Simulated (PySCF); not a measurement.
An unknown shows these calculated signals:

1H NMR (400 MHz, computed): δ 7.03 (m, 1H), 6.09 (d, 1H), 5.26 (m, 1H), 4.74 (m, 2H), 3.69 (sept, 1H), 1.25 (d, 6H).

13C{1H} NMR (computed): δ 174.0 (C), 157.7 (CH), 121.8 (CH), 108.3 (CH), 83.8 (CH), 24.0 (CH3).

Calculated, not measured (PySCF): PBE0-D3(BJ)/def2-SVP geometry, PBE/pcSseg-1 with gauge-including orbitals. Equivalent nuclei averaged, relativity neglected, isolated molecule, one computed conformer.

Chemical shifts δ = σref − σ; TMS for 1H (σ = 31.20 ppm), 13C (σ = 180.03 ppm), all at this level.

Q: Which of these does the molecule contain: a Si–H bond, a tert-butyl group, a C≡C triple bond, an NH or NH2 group, a non-aromatic C=C double bond, a (CH3)2CH unit?

A: 
- A Si–H bond: yes (δH 4.74 (m)).
- A tert-butyl group: no.
- A C≡C triple bond: no.
- An NH or NH2 group: no.
- A non-aromatic C=C double bond: yes.
- A (CH3)2CH unit: yes (δC 24.0, 83.8; δH 1.25 (d), 3.69 (sept)).

The data belong to `CC(C)OC1=CC=C[SiH2]1`, C₇H₁₂OSi; they needn't prove each group on their own.

Carbon signals by region: 1 in the far downfield region (above 160 ppm), 3 in the sp2 and nitrile region (100–160 ppm), 1 at 50–100 ppm, 1 below 50 ppm. Above 160 ppm: 174.0, alkene carbon bearing oxygen.

Shifts are as computed. Against solution values, carbons near 30 ppm lie about +2 ppm off and those near 130 ppm about +2 ppm. Of 1211 compounds with measured shifts, 218 miss one by over three times the rms of a fit or turn the order of signals round; such compounds aren't used in these exercises. No couplings were computed; multiplicities are counted from neighbouring protons, with m where these are inequivalent, close in shift, in a saturated or five-membered ring or joined by F or P, and br s for small geminal =CH2 splittings.
